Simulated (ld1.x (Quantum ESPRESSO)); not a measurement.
# u(r) = r·R(r): atom against pseudo-atom (platinum)

Columns: radius, all-electron u(r) and pseudo u(r) of the 5d shell (level -5.19 eV) of platinum in the configuration [Xe] 4f14 5d9.5 6s0.5 6p0; revPBE, scalar-relativistic, PAW scheme, ld1.x (Quantum ESPRESSO) 7.5.

```json
{"r (bohr)": "0.192", "all-electron": "0.0182", "pseudo": "0.0040"}
{"r (bohr)": "0.385", "all-electron": "-0.3766", "pseudo": "0.0302"}
{"r (bohr)": "0.578", "all-electron": "0.0114", "pseudo": "0.0932"}
{"r (bohr)": "0.770", "all-electron": "0.4467", "pseudo": "0.1935"}
{"r (bohr)": "0.962", "all-electron": "0.7079", "pseudo": "0.3191"}
{"r (bohr)": "1.155", "all-electron": "0.8137", "pseudo": "0.4486"}
{"r (bohr)": "1.348", "all-electron": "0.8217", "pseudo": "0.5567"}
{"r (bohr)": "1.540", "all-electron": "0.7791", "pseudo": "0.6240"}
{"r (bohr)": "1.732", "all-electron": "0.7144", "pseudo": "0.6436"}
{"r (bohr)": "1.925", "all-electron": "0.6426", "pseudo": "0.6201"}
{"r (bohr)": "2.118", "all-electron": "0.5716", "pseudo": "0.5681"}
{"r (bohr)": "2.310", "all-electron": "0.5056", "pseudo": "0.5056"}
{"r (bohr)": "2.502", "all-electron": "0.4455", "pseudo": "0.4455"}
{"r (bohr)": "2.695", "all-electron": "0.3914", "pseudo": "0.3914"}
{"r (bohr)": "2.888", "all-electron": "0.3434", "pseudo": "0.3434"}
{"r (bohr)": "3.080", "all-electron": "0.3012", "pseudo": "0.3012"}
{"r (bohr)": "3.272", "all-electron": "0.2642", "pseudo": "0.2642"}
{"r (bohr)": "3.465", "all-electron": "0.2316", "pseudo": "0.2316"}
{"r (bohr)": "3.658", "all-electron": "0.2031", "pseudo": "0.2031"}
{"r (bohr)": "3.850", "all-electron": "0.1783", "pseudo": "0.1783"}
{"r (bohr)": "4.043", "all-electron": "0.1565", "pseudo": "0.1565"}
{"r (bohr)": "4.235", "all-electron": "0.1376", "pseudo": "0.1376"}
{"r (bohr)": "4.428", "all-electron": "0.1211", "pseudo": "0.1211"}
{"r (bohr)": "4.620", "all-electron": "0.1067", "pseudo": "0.1067"}
{"r (bohr)": "4.812", "all-electron": "0.0941", "pseudo": "0.0941"}
{"r (bohr)": "5.005", "all-electron": "0.0829", "pseudo": "0.0829"}
```

Q: How many radial nodes do the two functions have?

A: The all-electron 5d function has n − l − 1 = 2; the pseudo-wave has 0, since the states of the same l below it are removed with the core.

Q: At about which radius was the pseudo-wave matched?

A: 2.50 bohr, where the columns begin to agree (steps of 0.19 bohr).

Q: Where does each function peak?

A: Outermost all-electron maximum near 1.35 bohr, pseudo maximum near 1.73 bohr (to the table’s step).

Q: Is the pseudo-wave norm-conserving?

A: No, it belongs to a PAW set: the norm inside the radius is not constrained, and the difference is carried by the augmentation charge.
